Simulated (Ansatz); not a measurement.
Basis sets compared for Si25PH36, a doped nanocrystal cut from the lattice of silicon (P on a surface site). The state is a doublet with charge 0. Geometry PBE-D4/def2-SVP. Ansatz on 4 threads of AMD EPYC 7R13 on a shared host and a share (37 GiB) of an NVIDIA H100 80GB HBM3; times are rough, and most runs start from earlier orbitals.

```xyz
62

P     2.952   -1.698   -1.741
Si    2.947    2.401    3.287
Si    4.417    1.214    0.077
Si   -0.805    3.296    3.583
Si   -3.094    2.847    0.471
Si   -1.729    2.033   -2.987
Si    0.614    1.859    0.132
Si    1.836   -1.478    1.606
Si   -1.777   -0.534    1.837
Si   -0.557   -1.319   -1.666
Si    0.795   -4.850   -0.880
Si   -4.213   -0.389   -1.142
Si   -3.017   -4.082   -0.314
Si    1.022    3.080    2.112
Si    2.591    2.114   -1.120
Si    4.815    2.673    1.881
Si    4.035   -0.857    1.097
Si   -1.182    2.976   -0.904
Si   -2.719    4.067    2.448
Si   -3.620    0.594    0.911
Si    1.231   -1.314   -3.187
Si   -2.388   -0.193   -2.612
Si    0.092   -0.414    0.412
Si   -1.085   -3.608   -1.571
Si    2.837   -3.985   -1.706
Si   -4.789   -2.671   -0.978
H     3.060    3.228    4.545
H     2.814    0.954    3.688
H     5.630    1.106   -0.819
H    -0.417    4.306    4.637
H    -1.084    1.991    4.279
H    -4.264    3.455   -0.271
H    -2.847    2.820   -3.626
H    -0.542    2.050   -3.918
H     1.533   -1.175    3.054
H     1.715   -2.974    1.441
H    -1.411    0.073    3.167
H    -2.141   -1.977    2.083
H     4.085   -1.629   -2.630
H     0.840   -4.929    0.622
H     0.684   -6.260   -1.411
H    -5.401    0.359   -1.703
H    -2.726   -3.930    1.154
H    -3.424   -5.515   -0.561
H     1.303    4.478    1.604
H     2.826    3.596   -1.295
H     2.461    1.509   -2.493
H     4.892    4.115    1.443
H     6.095    2.313    2.594
H     4.859   -1.988    0.525
H    -0.798    4.429   -1.072
H    -2.481    5.510    2.074
H    -3.934    4.008    3.343
H    -4.799    0.529    1.855
H     1.455    0.006   -3.871
H     1.047   -2.384   -4.237
H    -2.709   -0.888   -3.917
H    -1.372   -3.995   -3.005
H     3.982   -4.452   -0.840
H     3.047   -4.523   -3.100
H    -5.960   -2.844   -0.040
H    -5.225   -3.130   -2.349
```

Single mean-field runs in def2-SVP, def2-mTZVP are fitted with def2-universal-jkfit. Another isomer (doublet) lies 0.11 eV lower at PBE0-D4/def2-SVP; other spin states weren't run for this one.

Binding counts from free atoms (P quartet, Si triplet, H doublet) in the same basis, without a counterpoise term.

| level | functions | energy (Eh) | HOMO (eV) | LUMO (eV) | binding per atom (eV) | wall time |
| --- | --- | --- | --- | --- | --- | --- |
| HF/STO-3G | 270 | -7498.5169 | -4.42 | 6.45 | 3.60 | 3 s |
| HF/def2-SVP | 648 | -7582.7516 | -7.52 | 1.00 | 2.35 | 11 s |
| r2SCAN-D4/def2-SVP | 648 | -7597.6132 | -4.68 | -3.02 | 3.25 | 9.6 s |

Estimate the rows for r2SCAN-D4/def2-mTZVP.


```json
{"level": "r2SCAN-D4/def2-mTZVP", "functions": "680", "energy (Eh)": "-7599.9854", "HOMO (eV)": "-4.68", "LUMO (eV)": "-3.02", "binding per atom (eV)": "3.19", "wall time": "9.5 s"}
```
